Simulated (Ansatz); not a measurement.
Species: CH$_{2}$BCl$_{2}$O, charge 0, multiplicity 2. It need not be the lowest isomer of its formula. 
Coordinates optimised at B3LYP-D3(BJ)/def2-TZVP (Ansatz, a program for electronic structure):
```xyz
7

B      0.0440    -0.1428     0.0315
Cl     0.3084     1.5664    -0.3128
Cl     1.4105    -1.2070     0.3091
O     -1.1924    -0.6794     0.0920
C     -2.3776    -0.0485    -0.0881
H     -3.2464    -0.6760     0.0064
H     -2.3897     1.0068    -0.3079
```
Charge 0, spin multiplicity 2.

Basis-set convergence of Hartree-Fock and CCSD correlation energies (hartree) with Ansatz. Valence correlation only, unless marked. UHF or UKS for open shells. No spin-orbit coupling. No relativistic terms.

```
basis        functions        E(HF)  E(corr, CCSD)
-----------  ---------  -----------  -------------
cc-pV(D+d)Z         98  -1057.68459       -0.69586
cc-pV(T+d)Z        196            …              …
```

Q: What belongs in the gaps?

A: 
- cc-pV(T+d)Z, E(HF): -1057.75639
- cc-pV(T+d)Z, E(corr, CCSD): -0.89034
